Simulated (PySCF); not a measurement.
**Two-component Hartree-Fock for Nd³²⁺ (neodymium, charge +32)**

Start: [Ar] 3d10. Calculated with PySCF 2.14 in an even-tempered Gaussian basis (19 s from 1.9 bohr⁻², ratio 2.6; 15 p from 2.4 bohr⁻², ratio 2.6; 10 d from 2.4 bohr⁻², ratio 2.6; 6 f from 2.5 bohr⁻², ratio 2.8): generalised Hartree-Fock with the X2C-1e Hamiltonian and a Gaussian nucleus; spin-orbit coupling (SO) screened by Boettger's factors.

```json
{"spinor shell": "1s1/2", "electrons": "2", "ε, screened SO (eV)": "-45007.6", "weight of nominal j (screened SO)": "1.000", "rms radius, screened SO (bohr)": "0.0269"}
{"spinor shell": "2s1/2", "electrons": "2", "ε, screened SO (eV)": "-8387.2", "weight of nominal j (screened SO)": "1.000", "rms radius, screened SO (bohr)": "0.109"}
{"spinor shell": "2p1/2", "electrons": "2", "ε, screened SO (eV)": "-7991.5", "weight of nominal j (screened SO)": "1.000", "rms radius, screened SO (bohr)": "0.0935"}
{"spinor shell": "2p3/2", "electrons": "4", "ε, screened SO (eV)": "-7464.9", "weight of nominal j (screened SO)": "1.000", "rms radius, screened SO (bohr)": "0.0995"}
{"spinor shell": "3s1/2", "electrons": "2", "ε, screened SO (eV)": "-2727.5", "weight of nominal j (screened SO)": "1.000", "rms radius, screened SO (bohr)": "0.279"}
{"spinor shell": "3p1/2", "electrons": "2", "ε, screened SO (eV)": "-2559.4", "weight of nominal j (screened SO)": "1.000", "rms radius, screened SO (bohr)": "0.269"}
{"spinor shell": "3p3/2", "electrons": "4", "ε, screened SO (eV)": "-2447.3", "weight of nominal j (screened SO)": "1.000", "rms radius, screened SO (bohr)": "0.281"}
{"spinor shell": "3d3/2", "electrons": "4", "ε, screened SO (eV)": "-2163.0", "weight of nominal j (screened SO)": "1.000", "rms radius, screened SO (bohr)": "0.251"}
```

Where does 3d5/2 lie, and what is the 3d spin-orbit splitting (screened SO)?

At -2138.8 eV, 24.189 eV above 3d3/2.

```json
{"quantity": "E (hartree)", "screened SO": "-9062.22454"}
{"quantity": "M_J", "screened SO": "0"}
{"quantity": "⟨J²⟩", "screened SO": "0.000"}
{"quantity": "⟨L²⟩", "screened SO": "0.024"}
{"quantity": "⟨S²⟩", "screened SO": "0.024"}
```

Breit and QED terms are absent; they matter most for the inner s and p1/2 levels.

Densities and radii are taken from the X2C orbitals without a picture-change correction, which distorts them close to the nucleus.
